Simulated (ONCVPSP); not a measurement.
**phosphorus, ONCV: configuration errors across variants**

- Element: P
- Generator: ONCVPSP 4.0.1
- Type: optimised norm-conserving Vanderbilt (ONCV)
- Functional: Wu-Cohen
- Relativity: scalar-relativistic
- Frozen core: [He]
- Valence charge: 13
- Reference configuration: 2s2 2p6 3s1.5 3p3.5
- Partial waves: 2s+3s: rc 0.75 bohr, ncon 4, nbas 7, qcut 17.3 1/bohr, 2 projectors; 2p+3p: rc 1.05 bohr, ncon 3, nbas 6, qcut 14.3 1/bohr, 2 projectors; d scattering state at 0.38 Ha: rc 1.00 bohr, ncon 4, nbas 9, qcut 10 1/bohr, 3 projectors, debl 2.2 Ha
- Local potential: polynomial inside 0.65 bohr (lpopt 5, dvloc0 2 Ha)
- Core correction: none

All-electron excitation energies from the reference (eV): (1) 2s2 2p6 3s2 3p3 -4.243; (2) 2s2 2p6 3s2 3p2 5.463; (3) 2s2 2p6 3s2 3p1 24.603; (4) 2s1 2p6 3s2 3p3 184.024.

3 further variants failed, have other tests or another functional or relativity, and are left out.

A true bound ghost makes a file unfit for plane-wave use even where its test errors are small: the radial tests pick states by their node count and pass the ghost by.

Errors AE − PS in meV (a dash: test not solved or not reliable):

| change | (1) | (2) | (3) | (4) | bound ghosts | GHOST(+) flags above zero |
| --- | --- | --- | --- | --- | --- | --- |
| base | -0.1 | +0.5 | +3.9 | -395 | d | none |
| all radii scaled by about 1.07 (s 0.80, p 1.12, d 1.08 bohr); local potential polynomial inside 0.70 bohr (lpopt 5, dvloc0 2 Ha) | -0.2 | +0.5 | +4.1 | -457 | none | d |
| d: rc 1.02 | -0.1 | +0.5 | +3.9 | -395 | d | none |
| core correction Teter function, fcfact 4, rcfact 1.65 | -0.2 | +0.3 | +3.6 | -446 | d | none |
| p: nbas 7 | -0.1 | +0.6 | +4.0 | -397 | d | none |
| d: debl 2.8 | -0.1 | +0.5 | +3.9 | -395 | d | none |
| s: rc 0.68 | -0.2 | +0.5 | +3.7 | -348 | d | none |
| p: ncon 4, nbas 7 | 0.0 | +0.8 | +4.4 | -381 | d | none |
| local potential polynomial inside 0.65 bohr (lpopt 5, dvloc0 7.5 Ha) | -0.2 | +0.5 | +3.9 | -395 | none | d |

Give the same row for: s: qcut 12.

-0.1, +0.6, +4.2, -471; bound ghosts: d; GHOST(+) flags above zero: none.
